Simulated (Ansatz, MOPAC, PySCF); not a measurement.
Potential energy curve for SMILES [BH3-]C#[O+] (CH3BO). The B1–C5 bond (B1 also carries H, H, H; C5 carries O) is varied alone, starting from the PBE0/def2-TZVP optimised geometry. Each curve is given relative to its own lowest point near equilibrium.

```tsv
R / Å	A	B	C	D
1.15	3.280	4.165	4.100	4.020
1.22	1.807	2.487	2.423	2.312
1.30	0.788	1.274	1.212	1.063
1.35	0.407	0.786	0.728	0.574
1.41	0.138	0.397	0.347	0.212
1.48	0.010	0.139	0.101	0.023
1.51	0.000	0.076	0.044	0.000
1.55	0.018	0.024	0.003	0.011
1.62	0.111	0.000	0.000	0.117
1.66	0.189	0.013	0.026	0.212
1.77	0.448	0.103	0.158	0.542
1.87	0.702	0.214	0.311	0.872
2.07	1.158	0.432	0.612	1.472
2.24	1.457	0.584	0.827	1.859
2.47	1.743	0.744	1.058	2.201
2.70	1.928	0.869	1.237	2.390
3.05	2.090	1.011	1.435	2.516
3.30	2.153	1.082	1.532	2.553
3.70	2.209	1.153	1.630	2.578
4.05	2.235	1.187	1.678	2.588
4.55	2.255	1.210	1.711	2.595
5.32	2.269	1.221	1.728	2.600
```

Energies in eV.

Question: Assign the columns to these levels of theory: PM6, restricted, heats of formation in MOPAC; PySCF with restricted MP2 (frozen core)/3-21G; unrestricted Hartree-Fock/3-21G in PySCF; unrestricted PBE/cc-pVTZ (Ansatz, a first-principles code).

Answer: A is UKS-PBE; B is UHF/3-21G; C is RMP2/3-21G; D is PM6.
